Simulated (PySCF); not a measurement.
## Calculated data, AlBGeH3O, B3GeH6, B2GeH4N, CH6BGe and others

Computed with PySCF 2.14.0. Calculation on a computer-drawn molecule: optimised geometry and harmonic frequencies of an isolated molecule of the commonest isotopes, restricted reference for singlets and unrestricted otherwise, frozen core in MP2; on germanium a core potential holds 10 electrons, which the energies leave out, and 3d is frozen in MP2 and coupled-cluster steps.

Common to all runs: charge 0; multiplicity 2; method HF; basis and core potential on germanium cc-pVDZ-PP ECP10MDF.

(1) AlBGeH3O

Start structure:
```xyz
7
AlBGeH3O
B     -3.0200     0.4045    -2.5621
Ge    -1.2407     0.9468    -2.0827
Al     0.7076    -0.4457    -1.2278
O      1.9381    -1.2665    -0.7916
H     -3.5794    -0.5618    -2.9542
H     -0.6502     1.5122    -3.2805
H     -1.1457     2.1086    -1.0540
```

It was run with basis cc-pV(D+d)Z.

It finds rotational constants 10.77, 1.54, 1.375 GHz; total energy -636.4937 hartree; spin squared 0.7567; convergence status largest gradient component 2.213e-05 hartree/bohr.

Drawn bonds:
| atom | other atom | order |
| --- | --- | --- |
| 1 | 2 | 1 |
| 2 | 3 | 1 |
| 3 | 4 | 2 |
| 1 | 5 | 1 |
| 2 | 6 | 1 |
| 2 | 7 | 1 |

Optimised structure:
```xyz
7
AlBGeH3O
B     -2.9145     0.0775    -2.1915
Ge    -1.1478     1.1377    -2.0966
Al     0.6124    -0.4346    -1.2924
O      1.7046    -1.4520    -0.7940
H     -3.3831    -0.6017    -3.0537
H     -0.6604     1.6896    -3.4419
H     -1.2016     2.2815    -1.0827
```

Modes:
| frequency (cm⁻¹) | reduced mass (dalton) |
| --- | --- |
| 93.84 | 4.569 |
| 148.8 | 5.716 |
| 184.1 | 6.226 |
| 197.1 | 1.549 |
| 280 | 23.12 |
| 429 | 1.124 |
| 559.9 | 1.178 |
| 587 | 3.037 |
| 678 | 1.203 |
| 757.3 | 1.177 |
| 949.7 | 1.022 |
| 1198 | 19.11 |
| 2201 | 1.021 |
| 2229 | 1.019 |
| 2780 | 1.095 |

(2) B3GeH6

Start structure:
```xyz
10
B3GeH6
B      1.3937    -0.8054    -2.1684
Ge    -0.0344    -0.1697    -1.0234
B      0.6841    -0.0956     0.9010
B      0.4349    -1.3848     1.7993
H      2.5536    -0.6713    -2.3143
H     -1.3179    -0.9774    -1.2424
H     -0.4127     1.1208    -1.5138
H      1.2196     0.9322     1.1088
H      1.1806    -2.3653     1.6228
H     -0.4706    -1.5241     2.5826
```

Settings of this run: basis cc-pVDZ.

The calculation gives: rotational constants 9.324, 2.56, 2.269 GHz; total energy -370.7849 hartree; spin squared 0.7589; convergence status largest gradient component 1.82e-05 hartree/bohr.

Drawn bonds:
| atom | other atom | order |
| --- | --- | --- |
| 1 | 2 | 1 |
| 2 | 3 | 1 |
| 3 | 4 | 1 |
| 1 | 5 | 1 |
| 2 | 6 | 1 |
| 2 | 7 | 1 |
| 3 | 8 | 1 |
| 4 | 9 | 1 |
| 4 | 10 | 1 |

Optimised structure:
```xyz
10
B3GeH6
B      1.4473    -0.7291    -2.4533
Ge    -0.0461    -0.2095    -1.1028
B      0.7035    -0.1971     0.8587
B      0.3808    -1.4256     1.9414
H      2.5985    -0.4095    -2.5267
H     -1.2661    -1.1274    -1.2732
H     -0.4909     1.2120    -1.4974
H      1.4092     0.7366     1.1318
H      1.0566    -2.4208     1.9866
H     -0.5620    -1.3703     2.6872
```

Modes:
| frequency (cm⁻¹) | reduced mass (dalton) |
| --- | --- |
| 39.12 | 1.899 |
| 63.88 | 1.638 |
| 140.3 | 2.574 |
| 162.1 | 2.269 |
| 346 | 1.158 |
| 406.6 | 1.2 |
| 479.2 | 1.171 |
| 504.6 | 3.085 |
| 573.1 | 2.543 |
| 603.7 | 1.21 |
| 638.6 | 1.392 |
| 767.5 | 1.157 |
| 823.9 | 1.233 |
| 874.3 | 1.537 |
| 959.8 | 1.037 |
| 978.7 | 2.283 |
| 1073 | 1.522 |
| 1267 | 1.284 |
| 2169 | 1.022 |
| 2196 | 1.018 |
| 2653 | 1.057 |
| 2700 | 1.093 |
| 2718 | 1.12 |
| 2749 | 1.094 |

(3) B2GeH4N

Start structure:
```xyz
8
B2GeH4N
B     -0.9177    -2.5698     2.2859
Ge     0.0872    -1.3431     1.1315
B      0.1675    -2.0653    -0.7293
N      0.1429    -2.5057    -1.8673
H     -0.7137    -3.5730     2.9099
H     -0.5438     0.0100     1.1222
H      1.4830    -1.0228     1.5704
H      0.1408    -2.8064    -2.7744
```

It was run with basis cc-pVDZ.

The calculation gives: rotational constants 11.02, 2.607, 2.176 GHz; total energy -399.4531 hartree; spin squared 0.7566; convergence status largest gradient component 3.641e-05 hartree/bohr.

Drawn bonds:
| atom | other atom | order |
| --- | --- | --- |
| 1 | 2 | 1 |
| 2 | 3 | 1 |
| 3 | 4 | 2 |
| 1 | 5 | 1 |
| 2 | 6 | 1 |
| 2 | 7 | 1 |
| 4 | 8 | 1 |

Optimised structure:
```xyz
8
B2GeH4N
B     -0.9838    -2.6188     2.3098
Ge     0.0906    -1.2812     1.1487
B      0.1315    -2.0312    -0.7658
N      0.1463    -2.4998    -1.9012
H     -0.6560    -3.5812     2.9377
H     -0.5824     0.0930     1.1130
H      1.5378    -1.0929     1.6235
H      0.1621    -2.8641    -2.8169
```

Modes:
| frequency (cm⁻¹) | reduced mass (dalton) |
| --- | --- |
| 104 | 2.03 |
| 154.5 | 1.708 |
| 259.7 | 2.684 |
| 339.7 | 5.005 |
| 436.8 | 10.13 |
| 471 | 1.152 |
| 554.4 | 1.221 |
| 555.7 | 1.236 |
| 593.4 | 4.759 |
| 638 | 1.393 |
| 748.5 | 1.132 |
| 775.9 | 1.128 |
| 961.9 | 1.022 |
| 2072 | 7.678 |
| 2198 | 1.022 |
| 2228 | 1.018 |
| 2766 | 1.095 |
| 4081 | 1.103 |

(4) CH6BGe

Start structure:
```xyz
9
CH6BGe
B     -1.4286     0.4626     0.1741
Ge    -0.0515    -0.9059    -0.0396
C      1.7323    -0.1826    -0.0503
H     -2.0808     0.8856     1.0170
H     -0.1078    -2.0528     0.7957
H     -0.1483    -1.4886    -1.4579
H      1.8396     0.6251    -0.7769
H      2.4847    -0.9368    -0.1981
H      1.9488     0.2575     0.9995
```

Settings of this run: basis cc-pVDZ.

It finds rotational constants 14.89, 5.601, 4.407 GHz; total energy -359.3368 hartree; spin squared 0.7566; convergence status largest gradient component 3.86e-05 hartree/bohr.

Drawn bonds:
| atom | other atom | order |
| --- | --- | --- |
| 1 | 2 | 1 |
| 2 | 3 | 1 |
| 1 | 4 | 1 |
| 2 | 5 | 1 |
| 2 | 6 | 1 |
| 3 | 7 | 1 |
| 3 | 8 | 1 |
| 3 | 9 | 1 |

Optimised structure:
```xyz
9
CH6BGe
B     -1.3697     0.6505     0.3954
Ge     0.0090    -0.8408    -0.0347
C      1.8627    -0.1905    -0.0398
H     -2.5147     0.6256     0.7415
H     -0.1125    -2.0134     0.9564
H     -0.3458    -1.3777    -1.4347
H      1.9748     0.6190    -0.7634
H      2.5495    -0.9965    -0.3046
H      2.1351     0.1881     0.9474
```

Modes:
| frequency (cm⁻¹) | reduced mass (dalton) |
| --- | --- |
| 97.98 | 1.23 |
| 150.6 | 1.083 |
| 196.5 | 2.689 |
| 378.7 | 1.116 |
| 577.9 | 2.645 |
| 600.6 | 1.175 |
| 619.6 | 4.336 |
| 639.9 | 1.265 |
| 762.1 | 1.153 |
| 912.7 | 1.188 |
| 932.3 | 1.21 |
| 946.3 | 1.038 |
| 1377 | 1.221 |
| 1560 | 1.053 |
| 1561 | 1.052 |
| 2170 | 1.023 |
| 2182 | 1.016 |
| 2754 | 1.095 |
| 3181 | 1.033 |
| 3271 | 1.103 |
| 3275 | 1.104 |

(5) B2ClGeH4

Start structure:
```xyz
8
B2ClGeH4
B      1.1031     2.0980     1.9546
Ge     1.5198     1.9763     0.0025
B      0.6947     0.3032    -0.8117
Cl     3.6584     2.0901    -0.2998
H      0.3120     1.8725     2.6115
H      1.0922     3.2900    -0.5969
H      1.2352    -0.6912    -0.6707
H     -0.2708     0.3136    -1.3440
```

Settings of this run: basis cc-pV(D+d)Z.

It finds rotational constants 5.125, 2.784, 2.049 GHz; total energy -804.5125 hartree; spin squared 0.7582; convergence status largest gradient component 2.409e-05 hartree/bohr.

Drawn bonds:
| atom | other atom | order |
| --- | --- | --- |
| 1 | 2 | 1 |
| 2 | 3 | 1 |
| 2 | 4 | 1 |
| 1 | 5 | 1 |
| 2 | 6 | 1 |
| 3 | 7 | 1 |
| 3 | 8 | 1 |

Optimised structure:
```xyz
8
B2ClGeH4
B      1.1592     2.1177     2.0751
Ge     1.5339     1.9699     0.0463
B      0.7440     0.2701    -0.8578
Cl     3.7141     1.9740    -0.2700
H      0.1331     2.0973     2.6879
H      1.0556     3.2616    -0.6274
H      1.4301    -0.6791    -1.0926
H     -0.4253     0.2409    -1.1160
```

Modes:
| frequency (cm⁻¹) | reduced mass (dalton) |
| --- | --- |
| 93.9 | 1.159 |
| 145.8 | 3.614 |
| 171.2 | 3.578 |
| 175 | 3.034 |
| 218.7 | 1.224 |
| 398.4 | 31.99 |
| 560.2 | 4.303 |
| 583.2 | 2.797 |
| 591.6 | 1.117 |
| 637.4 | 1.593 |
| 700.8 | 1.153 |
| 791.7 | 1.1 |
| 964 | 1.331 |
| 1244 | 1.141 |
| 2209 | 1.02 |
| 2697 | 1.051 |
| 2764 | 1.094 |
| 2798 | 1.128 |

(6) BGeH3NO

Start structure:
```xyz
7
BGeH3NO
B     -0.1127    -2.2891     4.9454
Ge    -0.8282    -0.9105     3.7917
N     -1.5884    -1.3802     2.2058
O     -0.9584     0.6686     4.3204
H      0.9482    -2.7223     5.3025
H     -1.8665    -0.6153     1.6233
H     -1.4168    -2.1400     1.7683
```

Here we set basis cc-pVDZ.

The calculation gives: rotational constants 6.741, 6.364, 3.298 GHz; total energy -449.0206 hartree; spin squared 0.7623; convergence status largest gradient component 2.022e-05 hartree/bohr.

Drawn bonds:
| atom | other atom | order |
| --- | --- | --- |
| 1 | 2 | 1 |
| 2 | 3 | 1 |
| 2 | 4 | 2 |
| 1 | 5 | 1 |
| 3 | 6 | 1 |
| 3 | 7 | 1 |

Optimised structure:
```xyz
7
BGeH3NO
B     -0.1313    -2.3389     4.9132
Ge    -0.8674    -0.7744     3.8243
N     -1.3934    -1.3037     2.2052
O     -1.0364     0.7591     4.3318
H      0.9323    -2.8019     5.1750
H     -1.8750    -0.6705     1.5955
H     -1.4517    -2.2586     1.9124
```

Modes:
| frequency (cm⁻¹) | reduced mass (dalton) |
| --- | --- |
| 153.6 | 1.364 |
| 174 | 3.349 |
| 227.8 | 3.333 |
| 254.5 | 4.814 |
| 337.5 | 1.276 |
| 438.4 | 1.123 |
| 539.5 | 1.493 |
| 618.4 | 3.609 |
| 775.4 | 5.434 |
| 852.9 | 1.267 |
| 1031 | 17.13 |
| 1667 | 1.118 |
| 2818 | 1.096 |
| 3782 | 1.049 |
| 3900 | 1.1 |

(7) BGeH6N2

Start structure:
```xyz
10
BGeH6N2
B      0.9758    -2.7216     2.1562
N      0.5206    -1.4219     2.0489
Ge     1.2248     0.1307     1.1846
N      0.4769     0.4929    -0.4340
H      1.9938    -3.0791     1.6620
H     -0.3452    -1.1351     2.5291
H      2.7132    -0.1616     0.9211
H      0.9392     1.2837     2.0478
H      0.5672    -0.2512    -1.1544
H     -0.5195     0.7021    -0.4287
```

Settings of this run: basis cc-pVDZ.

It finds rotational constants 10.91, 3.06, 2.736 GHz; total energy -430.4535 hartree; spin squared 0.7564; convergence status largest gradient component 2.073e-05 hartree/bohr.

Drawn bonds:
| atom | other atom | order |
| --- | --- | --- |
| 1 | 2 | 1 |
| 2 | 3 | 1 |
| 3 | 4 | 1 |
| 1 | 5 | 1 |
| 2 | 6 | 1 |
| 3 | 7 | 1 |
| 3 | 8 | 1 |
| 4 | 9 | 1 |
| 4 | 10 | 1 |

Optimised structure:
```xyz
10
BGeH6N2
B      1.0171    -2.6605     2.1573
N      0.4756    -1.3884     2.0373
Ge     1.2272     0.0845     1.1642
N      0.4601     0.4679    -0.4520
H      2.0791    -2.9943     1.7025
H     -0.4213    -1.2366     2.4631
H      2.6906    -0.2624     0.9395
H      1.0039     1.3030     2.0580
H      0.5024    -0.2746    -1.1291
H     -0.4879     0.8002    -0.4083
```

Modes:
| frequency (cm⁻¹) | reduced mass (dalton) |
| --- | --- |
| 37.84 | 2.181 |
| 195.1 | 1.375 |
| 221.4 | 1.994 |
| 283.8 | 2.6 |
| 430.4 | 1.849 |
| 520.5 | 1.249 |
| 610.2 | 1.7 |
| 632 | 3.288 |
| 720.7 | 3.479 |
| 765.2 | 1.068 |
| 843.6 | 1.091 |
| 889.6 | 1.072 |
| 924.6 | 1.026 |
| 991.7 | 1.158 |
| 1015 | 1.295 |
| 1280 | 1.46 |
| 1445 | 3.244 |
| 1701 | 1.097 |
| 2250 | 1.02 |
| 2286 | 1.019 |
| 2680 | 1.097 |
| 3736 | 1.051 |
| 3781 | 1.075 |
| 3827 | 1.094 |

(8) BGeH3NO

Start structure:
```xyz
7
BGeH3NO
B      0.6579    -1.8018    -2.4770
N      0.2121    -0.8664    -1.7649
Ge    -0.4069     0.3627    -0.6209
O      0.5528     1.7527    -1.0466
H      1.1518    -2.5436    -3.1905
H     -1.9081     0.7523    -1.2888
H      0.4794     2.6095    -0.5177
```

It was run with basis cc-pVDZ.

Results for BGeH3NO: rotational constants 13.14, 3.243, 2.644 GHz; total energy -449.1386 hartree; spin squared 0.7577; convergence status largest gradient component 8.816e-06 hartree/bohr.

Drawn bonds:
| atom | other atom | order |
| --- | --- | --- |
| 1 | 2 | 1 |
| 2 | 3 | 2 |
| 3 | 4 | 1 |
| 1 | 5 | 1 |
| 3 | 6 | 1 |
| 4 | 7 | 1 |

Optimised structure:
```xyz
7
BGeH3NO
B      0.6961    -1.7907    -2.5117
N      0.2005    -0.8538    -1.8648
Ge    -0.4443     0.4174    -0.7610
O      0.6126     1.8298    -1.0136
H      1.1578    -2.6718    -3.1323
H     -1.8961     0.7640    -1.1641
H      0.4124     2.5704    -0.4589
```

Modes:
| frequency (cm⁻¹) | reduced mass (dalton) |
| --- | --- |
| 109.5 | 3.913 |
| 160.2 | 3.581 |
| 193.2 | 1.097 |
| 287.2 | 7.412 |
| 592.2 | 9.433 |
| 708.7 | 1.241 |
| 730 | 6.464 |
| 753.5 | 1.054 |
| 818.4 | 1.345 |
| 827.1 | 1.339 |
| 930.8 | 1.12 |
| 1970 | 5.081 |
| 2108 | 1.024 |
| 2985 | 1.196 |
| 4153 | 1.067 |
